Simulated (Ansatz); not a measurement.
`N#[C][Al]([F])[F]` + `C[SeH]` → `C[Se][Al]([F])[F]` + `C#N` at 400 K and 1 bar (ligand exchange at the Al–C bond).

Program: Ansatz. Geometries: PBE0-D4/def2-TZVP. ΔE: electronic, gas phase. CCSD(T)/CBS adds triple-zeta CCSD(T) − MP2 to the extrapolated MP2 energy (def2 sets, frozen cores). This one scheme is used for every species. For Se outer-core shells are correlated without core-valence functions, which leaves a few kJ/mol of doubt a bond. Scalar relativity is left out up to krypton. Each species was taken in one conformer, which may not be the lowest.

```
            species  CCSD(T)/CBS energy (Eh)  H − E (kJ/mol)  S (J/(mol·K))
`N#[C][Al]([F])[F]`               -534.51064            61.0          340.3
           `C[SeH]`              -2441.15625           135.4          284.5
`C[Se][Al]([F])[F]`              -2882.36734           147.9          408.2
              `C#N`                -93.32098            56.1          211.9
```

H − E and S are ideal-gas, rigid-rotor, harmonic terms from PBE0-D4/def2-TZVP, for one conformer and one mirror image of each species. 1 Eh = 2625.50 kJ/mol, R = 8.31446 J/(mol·K).

**Question.** By hand: ΔE, ΔH, ΔS and ΔG.

**Answer.** ΔE = (-2882.36734) + (-93.32098) − (-534.51064) − (-2441.15625) = -0.02143 Eh = -56.3 kJ/mol. Δ(H − E) = 147.9 + 56.1 − 61.0 − 135.4 = 7.6, so ΔH = -48.7 kJ/mol. ΔS = 408.2 + 211.9 − 340.3 − 284.5 = -4.7 J/(mol·K). ΔG = -48.7 − 400 × (-4.7)/1000 = -46.8 kJ/mol.

**Question.** By hand: the equilibrium constant, and the temperature at which ΔG would vanish if ΔH and ΔS stayed fixed.

**Answer.** log₁₀ K = −ΔG/(RT ln 10) = 6.1. ΔG = 0 at ΔH/ΔS = 10362 K, far beyond where these terms or the molecules hold.

The number of gas molecules stays the same, so ΔS is small and ΔH decides. A doubt of 5 kJ/mol in ΔE shifts log₁₀ K by 0.7 here. Other conformers and mirror images would add mixing entropy, several J/(mol·K) or more a flexible species. Modes under 60 cm⁻¹, often nearly free rotors, make the harmonic entropy too high. These are equilibria of isolated gas molecules and say nothing of rates. Largest T1 diagnostic: 0.014 (customary marks: 0.02 for closed shells, 0.045 for open ones).
